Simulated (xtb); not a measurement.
xtb input:

```bash
xtb mol.xyz --gfn 2 --ohess tight --chrg 0 --uhf 0
```
mol.xyz:
```
16

C      0.16763073    -1.77536092    -0.32174286
C     -0.23080608    -0.32398655    -0.16702168
O      0.95794058     0.39096279     0.28405396
C      1.16960274     0.38960142     1.67224972
O     -0.60716809     0.12200201    -1.45396758
C     -1.13703430     1.43552344    -1.44033166
H      0.50322095    -2.25462444     0.67060313
H     -0.62393718    -2.42360903    -0.67398543
H      1.05800007    -1.92010642    -0.95650591
H     -1.01024866    -0.22824127     0.55935551
H      1.30424557    -0.59254040     2.01898209
H      0.23570214     0.78780156     2.19040351
H      2.03365152     0.99258589     1.92084959
H     -1.93940922     1.51110321    -0.68726930
H     -1.48097175     1.67946211    -2.36432570
H     -0.30557455     2.16098879    -1.11687352
```

**Question.** What final total energy does it print?

**Answer.** -21.78256 Eh (GFN2-xTB).
